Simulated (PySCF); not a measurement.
## Nuclear quadrupole coupling in `COC1=C[SiH2]C1([SiH3])[SiH3]`

C4H12OSi3.
Atom-mapped SMILES: `[CH3:1][O:2][C:3]1=[CH:4][SiH2:5][C:6]1([SiH3:7])[SiH3:8]` (hydrogens: H9, H10, H11 on C1; H12 on C4; H13, H14 on Si5; H15, H16, H17 on Si7; H18, H19, H20 on Si8)

Cartesian coordinates in Å at the GFN2-xTB level; atoms count from 1:
```
atom  x, y, z in Å
C1     2.7011    0.8512    0.5586
O2     1.2919    0.8770    0.5891
C3     0.6582   -0.1060   -0.0779
C4     1.1008   -1.1547   -0.7992
Si5   -0.6219   -1.7496   -1.1926
C6    -0.8360   -0.1510   -0.0966
Si7   -1.5489    1.3882   -0.9462
Si8   -1.5269   -0.3908    1.6539
H9     3.0390    1.7064    1.1414
H10    3.0855   -0.0725    1.0020
H11    3.0718    0.9331   -0.4678
H12    2.1191   -1.4389   -1.0038
H13   -1.1049   -1.6347   -2.5685
H14   -1.0892   -2.9927   -0.5797
H15   -1.3193    2.5983   -0.1550
H16   -0.9071    1.5630   -2.2555
H17   -2.9883    1.1937   -1.1403
H18   -0.8683   -1.5425    2.2830
H19   -1.2961    0.7867    2.4924
H20   -2.9653   -0.6536    1.5598
```

Field gradients from the PBE0/pcSseg-1 density (PySCF, non-relativistic), principal values in atomic units, ordered |Vxx| ≤ |Vyy| ≤ |Vzz|:

| atom | Vxx | Vyy | Vzz |
| --- | --- | --- | --- |
| O2 | -0.3650 | -1.4402 | 1.8053 |

Q: Find the asymmetry η = (Vxx − Vyy)/Vzz and the couplings χ = eQV/h (234.96 MHz × Q in barn × V in au), with Q(17O) = −0.0256 b.

A: 
```tsv
atom	environment	nucleus	η	χzz (MHz)	χxx (MHz)	χyy (MHz)
O2	ether oxygen	17O	0.60	-10.86	2.20	8.66
```

Q: What is Vzz at O2 in SI units (1 au = 9.71736 × 10²¹ V/m²)?

A: 1.8053 au = 17.542 × 10²¹ V/m².

Q: What couplings would deuterons (Q(2H) = 0.00286 b) have in place of the hydrogens, at this geometry?

A: 
```json
{"atom": "H9", "bonded to": "C1", "bond length (Å)": "1.089", "Vzz (au)": "0.3038", "η": "0.08", "χzz (kHz)": "204"}
{"atom": "H10", "bonded to": "C1", "bond length (Å)": "1.094", "Vzz (au)": "0.2916", "η": "0.08", "χzz (kHz)": "196"}
{"atom": "H11", "bonded to": "C1", "bond length (Å)": "1.094", "Vzz (au)": "0.2915", "η": "0.08", "χzz (kHz)": "196"}
{"atom": "H12", "bonded to": "C4", "bond length (Å)": "1.077", "Vzz (au)": "0.3468", "η": "0.06", "χzz (kHz)": "233"}
{"atom": "H13", "bonded to": "Si5", "bond length (Å)": "1.463", "Vzz (au)": "0.1622", "η": "0.02", "χzz (kHz)": "109"}
{"atom": "H14", "bonded to": "Si5", "bond length (Å)": "1.463", "Vzz (au)": "0.1622", "η": "0.02", "χzz (kHz)": "109"}
{"atom": "H15", "bonded to": "Si7", "bond length (Å)": "1.464", "Vzz (au)": "0.1630", "η": "0.02", "χzz (kHz)": "110"}
{"atom": "H16", "bonded to": "Si7", "bond length (Å)": "1.469", "Vzz (au)": "0.1596", "η": "0.02", "χzz (kHz)": "107"}
{"atom": "H17", "bonded to": "Si7", "bond length (Å)": "1.465", "Vzz (au)": "0.1624", "η": "0.01", "χzz (kHz)": "109"}
{"atom": "H18", "bonded to": "Si8", "bond length (Å)": "1.468", "Vzz (au)": "0.1597", "η": "0.02", "χzz (kHz)": "107"}
{"atom": "H19", "bonded to": "Si8", "bond length (Å)": "1.464", "Vzz (au)": "0.1630", "η": "0.02", "χzz (kHz)": "110"}
{"atom": "H20", "bonded to": "Si8", "bond length (Å)": "1.465", "Vzz (au)": "0.1626", "η": "0.01", "χzz (kHz)": "109"}
```

One conformer (not necessarily the lowest) at the GFN2-xTB geometry, without solvent, vibrations or thermal averaging. GFN2-xTB bond lengths can be off by several hundredths of an ångström, more for odd bonds, and the gradients follow them. The small basis limits the accuracy of the gradients.
